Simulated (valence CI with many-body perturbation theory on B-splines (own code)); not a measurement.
Missing levels of Ho⁵⁴⁺

Computed by relativistic CI+MBPT: three valence electrons over a frozen Dirac-Fock core [Ne], radial functions for each j: 11 s, 11 p, 9 d, 7 f, 5 g, 2 h, 1 i, with the one-electron correlation potential Σ1 (screened to all orders), the two-electron term Σ2, the three-electron term Σ3, Breit, model QED; selected single and double excitations, second order for the rest (own B-spline code, finite nucleus).

The last digits are not significant, and no measured levels were compared; by estimate large intervals hold to a few tenths of a per cent, small ones and those within an open d or f shell to about a per cent.

| Level | E (Ry) |
| --- | --- |
| (3s^2 3p1/2) J=1/2 | 0.000 |
| (3s 3p1/2^2) J=1/2 | 10.487 |
| (3s^2 3p3/2) J=3/2 | 16.681 |
| (3s 3p1/2 3p3/2) J=3/2 [a] | ? |
| (3s 3p1/2 3p3/2) J=5/2 | 26.420 |
| (3s 3p1/2 3p3/2) J=3/2 [b] | 27.845 |
| (3s 3p1/2 3p3/2) J=1/2 | ? |
| (3s^2 3d3/2) J=3/2 | 31.773 |
| (3s^2 3d5/2) J=5/2 | ? |
| (3p1/2^2 3p3/2) J=3/2 | 38.238 |
| (3s 3p1/2 3d3/2) J=3/2 [a] | 39.235 |
| (3s 3p1/2 3d3/2) J=5/2 | 40.071 |
| (3s 3p1/2 3d3/2) J=1/2 | 41.766 |
| (3s 3p1/2 3d3/2) J=3/2 [b] | ? |
| (3s 3p3/2^2) J=5/2 | 42.836 |
| (3s 3p1/2 3d5/2) J=5/2 [a] | ? |
| (3s 3p1/2 3d5/2) J=7/2 | 44.744 |
| (3s 3p3/2^2) J=1/2 | 45.196 |
| (3s 3p1/2 3d5/2) J=5/2 [b] | 45.441 |
| (3s 3p3/2^2) J=3/2 | ? |

Levels are named by their leading jj configuration (3d3/2^4 stands for four electrons in 3d with j = 3/2), which in mixed levels can hold well under half, so a name can repeat and another be missing. Letters in brackets count levels of one name in rising energy.

(1) The levels stand in rising order. What does the calculation give for the missing energies?

Answers

(1) (3s 3p1/2 3p3/2) J=3/2 [a] 25.269; (3s 3p1/2 3p3/2) J=1/2 28.490; (3s^2 3d5/2) J=5/2 35.016; (3s 3p1/2 3d3/2) J=3/2 [b] 42.091; (3s 3p1/2 3d5/2) J=5/2 [a] 43.906; (3s 3p3/2^2) J=3/2 45.638.
